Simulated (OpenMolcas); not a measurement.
Computed transition rates of neutral tellurium

```
Program             : OpenMolcas
Method              : SS-CASPT2, IPEA 0.25 Eh, imaginary shift 0.1 Eh (closed shells correlated: 4d 5s)
Basis               : ANO-R3 [8s7p5d4f3g2h]
Scalar Hamiltonian  : X2C, finite nucleus
Active space        : 4 electrons in 3 orbitals (5p)
State averaging     : 2S+1 = 3 even, 3 roots; 2S+1 = 1 even, 6 roots
Spin-orbit coupling : state interaction with AMFI integrals over the reference wave functions, term energies averaged over their components
```

Rates come from the transition moments of the reference wave functions (E1 and E2 in the length form). At fixed line strength A goes as λ^-3 for E1 and M1 and as λ^-5 for E2, so a rate at the computed wavelength can be rescaled to the measured one. Measured vacuum wavelengths follow from level energies in NIST Handbook of Basic Atomic Spectroscopic Data. Branching counts decays inside the model space alone, at computed energies, and the table is only a selection of the E2 and M1 lines, drawn from those between levels with measured partners whose computed energy lies within a factor of 1.5 of the measured one.

```json
{"Upper": "5s² 5p⁴ ³P₁", "Lower": "5s² 5p⁴ ³P₂", "Type": "M1", "λ computed (nm)": "2324", "λ measured (nm)": "2105", "A computed (s-1)": "1.68e+00", "A rescaled (s-1)": "2.26e+00", "Branching %": "99.8"}
{"Upper": "5s² 5p⁴ ³P₀", "Lower": "5s² 5p⁴ ³P₂", "Type": "E2", "λ computed (nm)": "2202", "λ measured (nm)": "2125", "A computed (s-1)": "6.79e-03", "A rescaled (s-1)": "8.11e-03", "Branching %": "90.9"}
{"Upper": "5s² 5p⁴ ¹D₂", "Lower": "5s² 5p⁴ ³P₁", "Type": "M1", "λ computed (nm)": "1677", "λ measured (nm)": "1722", "A computed (s-1)": "1.91e-01", "A rescaled (s-1)": "", "Branching %": "6.4"}
{"Upper": "5s² 5p⁴ ¹D₂", "Lower": "5s² 5p⁴ ³P₂", "Type": "M1", "λ computed (nm)": "974.2", "λ measured (nm)": "947.2", "A computed (s-1)": "2.73e+00", "A rescaled (s-1)": "", "Branching %": "91.3"}
{"Upper": "5s² 5p⁴ ¹D₂", "Lower": "5s² 5p⁴ ³P₂", "Type": "E2", "λ computed (nm)": "974.2", "λ measured (nm)": "947.2", "A computed (s-1)": "6.91e-02", "A rescaled (s-1)": "", "Branching %": "2.3"}
{"Upper": "5s² 5p⁴ ¹S₀", "Lower": "5s² 5p⁴ ¹D₂", "Type": "E2", "λ computed (nm)": "800.8", "λ measured (nm)": "791.1", "A computed (s-1)": "3.52e+00", "A rescaled (s-1)": "3.74e+00", "Branching %": "10.4"}
{"Upper": "5s² 5p⁴ ¹S₀", "Lower": "5s² 5p⁴ ³P₁", "Type": "M1", "λ computed (nm)": "542", "λ measured (nm)": "542.1", "A computed (s-1)": "2.94e+01", "A rescaled (s-1)": "", "Branching %": "87.0"}
{"Upper": "5s² 5p⁴ ¹S₀", "Lower": "5s² 5p⁴ ³P₂", "Type": "E2", "λ computed (nm)": "439.5", "λ measured (nm)": "431.1", "A computed (s-1)": "8.82e-01", "A rescaled (s-1)": "", "Branching %": "2.6"}
```

Spin-changing lines and M1 lines between different terms are not rescaled, since their strength hangs on the term gaps too.

The largest correction is for 5s² 5p⁴ ³P₁ → 5s² 5p⁴ ³P₂ (M1): 1.68e+00 × (2324 / 2105)^3 = 2.26e+00 s-1, a factor of 1.35.

The computed order of these levels differs from the measured one in 1 place, and where term gaps are wrong the rates of spin-changing lines can be off by large factors.

No measured rate stands beside these. Rescaling mends the energy factor alone: line strengths can still be far off where a level mixes with configurations outside the active space, and weak or spin-changing lines hang on small mixing coefficients that depend on the term gaps too, so rescaling need not improve them.

CASPT2 does not keep the components of a term degenerate, so their means are used; among the terms shown or strongly mixed into the levels shown the widest spread is 190 cm-1 (5s² 5p⁴ ¹D). With the s shell closed, the reference lacks s² → p² mixing. Measured partners are found by configuration, term and J. A level has none where our copy of the source lacks it or the pairing is in doubt (some pairs that miss far off the trend of their configuration count as doubtful). Levels of configurations outside the active space are missing.
